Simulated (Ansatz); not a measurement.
SiH(SiH3)3 (Si4H10). Total charge 0; triplet. Geometry PBE-D4/def2-SVP, that of the neutral singlet.

Cartesian coordinates in Å:
```
Si -0.1435 -0.3376 0.5991
H -0.4527 -1.0638 1.8864
Si -1.9154 1.1091 0.0489
H -2.0998 2.1614 1.1095
H -3.2028 0.3441 -0.1065
H -1.5993 1.7908 -1.2560
Si 0.1492 -1.8884 -1.1458
H -1.1178 -2.6621 -1.3965
H 1.2550 -2.8578 -0.8211
H 0.5149 -1.1434 -2.4026
Si 1.8276 0.9239 0.8407
H 1.6943 1.9161 1.9654
H 2.0823 1.6766 -0.4385
H 3.0079 0.0311 1.1170
```

At PBE0-D4/def2-TZVP a singlet of charge 0 lies 5.67 eV below the triplet at the same geometry.

Problem. Estimate the α-spin orbital energies around the gap (eV) in Ansatz with PBE-D4/def2-TZVP, r2SCAN-D4/def2-TZVP, PBE0-D4/def2-TZVP.

Solution. 
```tsv
orbital	PBE-D4/def2-TZVP	r2SCAN-D4/def2-TZVP	PBE0-D4/def2-TZVP
HOMO−5	-8.63	-8.99	-9.95
HOMO−4	-8.58	-8.95	-9.92
HOMO−3	-8.12	-8.47	-9.42
HOMO−2	-7.77	-8.18	-9.06
HOMO−1	-7.33	-7.60	-8.43
HOMO	-1.74	-1.84	-2.43
LUMO	-1.50	-1.34	-0.71
LUMO+1	-1.44	-1.27	-0.63
LUMO+2	-0.99	-0.65	-0.19
LUMO+3	-0.89	-0.64	-0.10
LUMO+4	-0.74	-0.44	0.05
LUMO+5	0.17	0.65	1.02
β HOMO	-7.05	-7.27	-8.01
β LUMO	-6.72	-6.63	-6.01
```
